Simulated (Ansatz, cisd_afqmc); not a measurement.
Species: PbS, charge 0, singlet. PbS (SMILES [S]=[Pb]).
B3LYP-D3(BJ)/def2-TZVP minimum from Ansatz (an electronic-structure program):
```xyz
2

Pb     0.0000     0.0000    -0.3764
S      0.0000     0.0000     1.9291
```

Total energies in def2-SVP, 10 correlated electrons, 14 frozen orbitals. Open shells are spin-unrestricted; no spin-orbit coupling. Cores are frozen in correlated methods (noble-gas shells, and filled d and f shells in the p block). Past Kr the def2 sets carry scalar-relativistic core potentials. AFQMC is phaseless with a CISD trial state; ± is one standard error, without the phaseless bias. Outlying blocks are dropped, and bars are widened where a walk drifts. Over all cases where full CI ran beside it in this data, AFQMC minus full CI had a median of +0.1 mEh and passed +0.4 mEh in a tenth of the cases. Spin-orbit terms, left out, reach several kcal/mol for Br and I, and more for heavier atoms. The T1 diagnostic of PbS ([S]=[Pb], singlet) reaches 0.038 in the sets run.

```csv
method,program,energy (Eh),minus CCSDTQ (mEh)
HF,Ansatz,-589.26941,216.90
MP2,Ansatz,-589.45791,28.40
CCSD,Ansatz,-589.47205,14.26
CCSD(T),Ansatz,-589.48457,1.74
CCSDT(Q),Ansatz,-589.48662,-0.31
CCSDTQ,Ansatz,-589.48631,0.00
AFQMC/CISD,cisd_afqmc,-589.4852 ± 0.0004,1.1 ± 0.4
```

Rough core times of Ansatz's runs on a shared machine: CCSD(T) under 20 s, CCSDT(Q) under 20 s, CCSDTQ 3 min.
